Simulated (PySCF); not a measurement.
Job file and geometry (Å, from GFN2-xTB) of an NMR shielding run on `C=CN(NC1CC1)C(C)C`, C8H16N2, GIAO PBE0/pcSseg-1 NMR shielding, non-relativistic, gas phase in PySCF 2.14.0, density-fitted response routines; density fitting, a coarse starting grid and PySCF grid level 2 are the driver's defaults:

```
$ OMP_NUM_THREADS=1 python probes_run.py task.json out

{"job": {"kind": "nmr", "xc": "PBE0", "basis": "pcSseg-1"}, "charge": 0, "multiplicity": 1}
C     -0.252322     2.491073    -1.576605
C     -1.045403     1.671565    -0.888280
N     -0.680494     0.835366     0.138100
N      0.668293     0.618476     0.444397
C      1.422464    -0.106954    -0.551275
C      2.886253    -0.288180    -0.311318
C      1.958959    -1.459674    -0.177174
C     -1.621364    -0.143685     0.653109
C     -1.296840    -0.454149     2.110749
C     -1.650483    -1.421074    -0.193097
H     -0.665916     3.148389    -2.317989
H      0.813050     2.542988    -1.434786
H     -2.110374     1.668779    -1.078268
H      1.100662     1.518653     0.641748
H      1.089410     0.028442    -1.578195
H      3.292691     0.129917     0.597091
H      3.560175    -0.249234    -1.153306
H      1.761083    -1.819788     0.820148
H      1.987525    -2.231284    -0.931743
H     -2.610896     0.327176     0.606108
H     -0.313551    -0.907900     2.184269
H     -2.037012    -1.137193     2.518411
H     -1.299250     0.460760     2.697249
H     -2.425971    -2.092055     0.167790
H     -0.693217    -1.931036    -0.140967
H     -1.858518    -1.176764    -1.232892
```

Task: Write the output of this run.

Result: 
```
coarse grid: 20736 points
cycle   1  E = -423.1929020202  dE =  1.388e+00  |g| = 5.594e-01  |ddm| = 4.464e+00
cycle   2  E = -423.1597285239  dE =  3.317e-02  |g| = 6.828e-01  |ddm| = 1.013e+00
cycle   3  E = -423.2706646446  dE = -1.109e-01  |g| = 1.465e-01  |ddm| = 6.114e-01
cycle   4  E = -423.2754171445  dE = -4.752e-03  |g| = 4.445e-02  |ddm| = 1.847e-01
cycle   5  E = -423.2758759578  dE = -4.588e-04  |g| = 7.721e-03  |ddm| = 4.438e-02
cycle   6  E = -423.2758878496  dE = -1.189e-05  |g| = 3.202e-03  |ddm| = 9.894e-03
cycle   7  E = -423.2758903206  dE = -2.471e-06  |g| = 4.353e-04  |ddm| = 3.173e-03
final grid: 197600 points
cycle   8  E = -423.3350338653  dE = -8.139e-05  |g| = 1.071e-02  |ddm| = 5.035e-02
cycle   9  E = -423.3350250928  dE =  8.773e-06  |g| = 1.231e-02  |ddm| = 2.194e-02
cycle  10  E = -423.3350629135  dE = -3.782e-05  |g| = 1.781e-03  |ddm| = 1.286e-02
cycle  11  E = -423.3350636472  dE = -7.337e-07  |g| = 4.240e-04  |ddm| = 1.959e-03
cycle  12  E = -423.3350636836  dE = -3.635e-08  |g| = 1.544e-04  |ddm| = 4.711e-04
cycle  13  E = -423.3350636887  dE = -5.119e-09  |g| = 3.790e-05  |ddm| = 1.858e-04
cycle  14  E = -423.3350636890  dE = -2.995e-10  |g| = 8.746e-06  |ddm| = 3.535e-05
converged SCF energy = -423.3350636890

GIAO shielding tensors (ppm)
atom      isotropic    diamagn.    paramagn.     s11        s22        s33       span
  0 C      106.588     256.999    -150.411     23.522    120.287    175.956    152.435
  1 C       41.912     253.404    -211.492    -66.605     71.897    120.445    187.049
  2 N      123.080     330.550    -207.470     86.667    124.962    157.610     70.943
  3 N      174.732     319.188    -144.456    113.501    197.030    213.665    100.165
  4 C      156.023     244.831     -88.808    117.797    140.930    209.343     91.545
  5 C      180.332     258.587     -78.255    157.877    176.920    206.198     48.322
  6 C      172.909     252.106     -79.197    138.528    171.537    208.661     70.133
  7 C      128.363     244.557    -116.193    106.355    117.791    160.945     54.591
  8 C      164.790     247.363     -82.573    148.352    160.212    185.805     37.453
  9 C      161.981     250.911     -88.931    146.315    155.641    183.985     37.670
 10 H       27.828      29.364      -1.536     25.226     26.054     32.205      6.979
 11 H       27.912      34.665      -6.753     24.684     26.428     32.625      7.940
 12 H       25.408      32.556      -7.147     22.112     24.908     29.205      7.093
 13 H       28.441      36.620      -8.180     19.780     29.359     36.184     16.404
 14 H       28.902      33.313      -4.411     21.853     29.945     34.908     13.054
 15 H       31.330      32.625      -1.295     25.864     28.933     39.192     13.329
 16 H       31.103      31.279      -0.176     25.412     26.357     41.538     16.126
 17 H       31.211      31.884      -0.673     27.087     28.436     38.109     11.022
 18 H       31.324      31.137       0.187     26.001     26.851     41.119     15.118
 19 H       28.498      33.081      -4.583     24.880     27.309     33.303      8.423
 20 H       29.762      31.906      -2.144     24.725     31.389     33.173      8.448
 21 H       30.874      29.651       1.223     26.567     28.305     37.750     11.184
 22 H       30.678      30.570       0.108     26.505     27.761     37.769     11.264
 23 H       30.860      31.066      -0.206     26.527     27.875     38.178     11.651
 24 H       30.065      33.779      -3.715     25.092     30.723     34.379      9.287
 25 H       30.439      32.822      -2.383     26.804     28.870     35.641      8.837
```

Task: Turn these shieldings into chemical shifts. References, each an isolated molecule treated in the same way: TMS for 13C (σref 186.93), 1H (σref 31.72); 15N (σref 267.73) vs NH3.

Result: Averaging equivalent atoms: C 1: 145.0; C 0: 80.3; C 7: 58.6; C 4: 30.9; C 8/9: 23.5; C 5/6: 10.3; N 2: 144.6; N 3: 93.0; H 12: 6.31; H 10: 3.89; H 11: 3.80; H 13: 3.28; H 19: 3.22; H 14: 2.82; H 20/21/22/23/24/25: 1.27; H 16/18: 0.50; H 15/17: 0.45 ppm. Experimental scales use liquid or dissolved standards, which lie at an offset from isolated NH3 (liquid NH3: subtract about 20 ppm).

Size and cost of the density-fitted run: 250 basis functions, roughly 2.9 core-minutes.
